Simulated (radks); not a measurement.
All-electron atom: the phosphorus ion P3+ in [Ne] 3s2 (the NIST ground configuration). Method: non-relativistic Kohn-Sham, BP86, spin-polarised, spherical densities, point nucleus; computed with a radial shooting solver on a logarithmic mesh with Libxc functionals.

Normalised radial functions P(r) = r R(r), r in bohr:

r,2s,3s,3p
0.00424,0.1216,0.0421,0.0006
0.00539,0.1519,0.0526,0.0010
0.006798,0.1875,0.0649,0.0016
0.008642,0.2317,0.0802,0.0025
0.01099,0.2840,0.0983,0.0040
0.01397,0.3446,0.1192,0.0063
0.01761,0.4103,0.1419,0.0097
0.02239,0.4831,0.1670,0.0152
0.02846,0.5559,0.1920,0.0234
0.03618,0.6204,0.2140,0.0358
0.046,0.6635,0.2283,0.0539
0.05801,0.6682,0.2289,0.0785
0.07375,0.6136,0.2083,0.1134
0.09375,0.4761,0.1581,0.1591
0.1192,0.2389,0.0726,0.2152
0.1503,-0.0858,-0.0432,0.2759
0.1911,-0.4943,-0.1857,0.3369
0.2429,-0.9163,-0.3248,0.3814
0.3088,-1.2612,-0.4185,0.3880
0.3925,-1.4355,-0.4187,0.3337
0.495,-1.3907,-0.2966,0.2072
0.6293,-1.1426,-0.0422,-0.0011
0.8,-0.7818,0.2951,-0.2649
1.017,-0.4331,0.6222,-0.5332
1.283,-0.1932,0.8272,-0.7318
1.63,-0.0622,0.8462,-0.8041
2.073,-0.0136,0.6699,-0.7068
2.635,-0.0018,0.4009,-0.4859
3.35,-0.0001,0.1730,-0.2505
4.224,0.0000,0.0538,-0.0969
5.37,0.0000,0.0102,-0.0244

2s: eigenvalue -211.63 eV, 1 radial node at r = 0.142 bohr, <r> = 0.520 bohr, 90 % of the charge inside 0.817 bohr. 3s: eigenvalue -45.660 eV, 2 radial nodes at r = 0.139, 0.650 bohr, <r> = 1.67 bohr, 90 % of the charge inside 2.47 bohr. 3p (empty): eigenvalue -35.490 eV, 1 radial node at r = 0.629 bohr, <r> = 1.83 bohr, 90 % of the charge inside 2.75 bohr.
